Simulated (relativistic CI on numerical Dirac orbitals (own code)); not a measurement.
## Fe²⁺: K-beta X-ray emission

Computed with this model: Dirac-Coulomb-Breit CI, separate exchange-only KLI orbitals for each configuration, model QED (radiative potential, 1s self-energy scaled to tabulated hydrogen-like ionisation energies), valence Slater integrals scaled by 0.8, multiplet model of X-ray emission after core ionisation; configurations [Ar] 3d6 → 1s 2s2 2p6 3s2 3p6 3d6 → [Ne] 3s2 3p5 3d6; 80 K; Lorentzian 1.6 eV and Gaussian 1 eV FWHM. Energies are those of the free ion, without screening or charge transfer. S is read from ⟨S²⟩ = S(S + 1).

Field parameters in Wybourne normalisation: Oh B⁴₀ = 21Dq, B⁴₄ = √(5/14) B⁴₀. The field is a parameter set, without covalency.

Computed curve for free ion, scaled to 100 at the maximum (points under 2 are left out and the grid is thinned):

| Energy (eV) | Intensity |
| --- | --- |
| 7037.2 | 2.1 |
| 7038.0 | 3.1 |
| 7038.8 | 5.1 |
| 7039.6 | 10.3 |
| 7040.4 | 20.4 |
| 7041.2 | 28.4 |
| 7042.0 | 27.8 |
| 7042.8 | 16.5 |
| 7043.6 | 10.2 |
| 7044.4 | 10.6 |
| 7045.2 | 10.0 |
| 7046.0 | 6.2 |
| 7046.8 | 4.4 |
| 7047.6 | 4.3 |
| 7048.4 | 4.4 |
| 7049.2 | 4.8 |
| 7050.0 | 5.8 |
| 7050.8 | 7.1 |
| 7051.6 | 7.8 |
| 7052.4 | 9.1 |
| 7053.4 | 17.2 |
| 7054.2 | 34.6 |
| 7055.0 | 44.4 |
| 7055.8 | 32.3 |
| 7056.6 | 27.8 |
| 7057.4 | 34.9 |
| 7058.2 | 46.8 |
| 7059.0 | 75.6 |
| 7059.8 | 99.1 |
| 7060.6 | 99.7 |
| 7061.4 | 87.7 |
| 7062.2 | 46.2 |
| 7063.0 | 21.4 |
| 7063.8 | 11.8 |
| 7064.6 | 7.6 |
| 7065.4 | 5.3 |
| 7066.2 | 4.0 |
| 7067.0 | 3.1 |
| 7067.8 | 2.5 |
| 7068.6 | 2.0 |

The ground state has S = 2.00, and the centroid lies at 7055.94 eV.
